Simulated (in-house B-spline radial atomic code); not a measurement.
Ionising Sr⁹⁺ with different functionals

Computed with a radial B-spline atomic code at the basis-set limit: non-relativistic Hamiltonian, point nucleus, spin-polarised at highest spin, spherical fractional occupations for the functionals, and exact exchange of hybrids averaged over the configuration. The ionisation energy is the difference of two self-consistent energies, [Ar] 3d10 4s1 → [Ar] 3d10, without Breit or QED terms; ε is the level of the shell that loses the electron (its least bound occupied spin orbital). There is no spin-orbit coupling in this Hamiltonian.

```json
{"method": "PBE0", "rung": "global hybrid", "ΔSCF (eV)": "175.53", "-ε(4s) (eV)": "169.07"}
{"method": "B3LYP", "rung": "global hybrid", "ΔSCF (eV)": "176.24", "-ε(4s) (eV)": "169.19"}
{"method": "TPSSh", "rung": "global hybrid", "ΔSCF (eV)": "175.19", "-ε(4s) (eV)": "167.78"}
{"method": "M06-2X", "rung": "global hybrid", "ΔSCF (eV)": "174.89", "-ε(4s) (eV)": "170.01"}
{"method": "BHandHLYP", "rung": "global hybrid", "ΔSCF (eV)": "175.56", "-ε(4s) (eV)": "171.02"}
{"method": "r2SCAN0", "rung": "global hybrid", "ΔSCF (eV)": "174.80", "-ε(4s) (eV)": "169.33"}
{"method": "B97-1", "rung": "global hybrid", "ΔSCF (eV)": "175.00", "-ε(4s) (eV)": "168.27"}
{"method": "HSE06", "rung": "range-separated hybrid", "ΔSCF (eV)": "175.64", "-ε(4s) (eV)": "168.87"}
{"method": "wB97X", "rung": "range-separated hybrid", "ΔSCF (eV)": "173.74", "-ε(4s) (eV)": "171.54"}
{"method": "CAM-B3LYP", "rung": "range-separated hybrid", "ΔSCF (eV)": "176.25", "-ε(4s) (eV)": "171.14"}
{"method": "LC-wPBE", "rung": "range-separated hybrid", "ΔSCF (eV)": "175.98", "-ε(4s) (eV)": "172.63"}
```

(1) Among the functionals, which spreads more, the ΔSCF values or the orbital energies?

(2) How do they compare with the NIST value?

Answers

(1) The orbital energies: ΔSCF values span about 2.51 eV and the orbital energies 4.85 eV.

(2) NIST lists 177.30 eV ± 0.06 (measured, ground level to ground level). Errors run from -3.56 to -1.05 eV; CAM-B3LYP is closest (-1.05 eV), though others lie within the uncertainty of it, and part of that can be cancellation, since the calculations leave out relativity, Breit-QED terms.
